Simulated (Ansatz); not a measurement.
Basis-set extrapolation for `C=C[SiH](N)CC` (PBE0-D4/def2-TZVP geometry, frozen core, Ansatz 0.2.0). Multiplicity 1, RHF reference.

|  | def2-TZVPP | def2-QZVPP |
| --- | --- | --- |
| HF | -501.376723 | -501.395991 |
| MP2 correlation | -1.016922 | -1.084332 |
| CCSD(T) correlation | -1.124020 | not run |

Energies in hartree. Use E(X) = E(∞) + A·exp(−7.88·√X) for Hartree–Fock and E(X) = E(∞) + B·X^(−2.97) for correlation, with X = 3 and 4, and add CCSD(T) minus MP2 of the smaller set to the MP2 limit.

Task: What is the CCSD(T) energy at the basis-set limit?

Result: HF limit: -501.395991 + (-0.019268) × 0.13774 = -501.39864. MP2 limit: -1.084332 + (-0.067410) × 0.74074 = -1.13427. Higher-order term: -1.124020 − (-1.016922) = -0.10710. Total: -502.64001 hartree, 3.79 eV below CCSD(T)/def2-TZVPP.
